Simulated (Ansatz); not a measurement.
Two isomers of CH4F2GeO: A = `O[CH](F)[GeH2][F]`, B = `O[C](F)(F)[GeH3]`.

Computed with Ansatz on PBE0-D4/def2-TZVP structures; ΔE is electronic, products minus reactants. CCSD(T)/CBS adds triple-zeta CCSD(T) − MP2 to the extrapolated MP2 energy (def2 sets, frozen cores). Functionals use def2-TZVPP. B3LYP here is the variant with VWN-RPA as its local correlation; programs differ in this. For Ge outer-core shells are correlated without core-valence functions, which leaves a few kJ/mol of doubt a bond. Scalar relativity is left out up to krypton. One conformer a species, not always the lowest.

Question: Which isomer does CCSD(T)/CBS put lower? Give the gap. (Estimate.)

Answer: Ansatz gave: A, by 21.6 kcal/mol.

Question: Give E(B) − E(A) in kcal/mol with B3LYP-D4, MP2/def2-TZVPP, r2SCAN-D4, PBE-D4, B3LYP, B2PLYP, PBE0-D4. (Best estimate.)

Answer: Computed: B3LYP-D4 21.2, MP2/def2-TZVPP 22.8, r2SCAN-D4 18.8, PBE-D4 18.8, B3LYP 21.5, B2PLYP 22.1, PBE0-D4 19.2. None reverses the order clearly.

Largest T1 diagnostic: 0.012.
